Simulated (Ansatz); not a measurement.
Basis-set extrapolation for BCl$_{3}$H$_{2}$O$_{3}$Si (`OB(O)O[Si](Cl)(Cl)Cl`) (PBE0-D4/def2-TZVP geometry, frozen core, Ansatz). Multiplicity 1, RHF reference.

|  | def2-TZVPP | def2-QZVPP |
| --- | --- | --- |
| HF | -1918.435511 | -1918.494865 |
| MP2 correlation | -1.469892 | -1.604218 |
| CCSD(T) correlation | -1.582362 | not run |

Energies in hartree. Use E(X) = E(∞) + A·exp(−7.88·√X) for Hartree–Fock and E(X) = E(∞) + B·X^(−2.97) for correlation, with X = 3 and 4, and add CCSD(T) minus MP2 of the smaller set to the MP2 limit.

Q: What is the CCSD(T) energy at the basis-set limit?

A: HF limit: -1918.494865 + (-0.059354) × 0.13774 = -1918.50304. MP2 limit: -1.604218 + (-0.134326) × 0.74074 = -1.70372. Higher-order term: -1.582362 − (-1.469892) = -0.11247. Total: -1920.31923 hartree, 791.2 kJ/mol below CCSD(T)/def2-TZVPP.
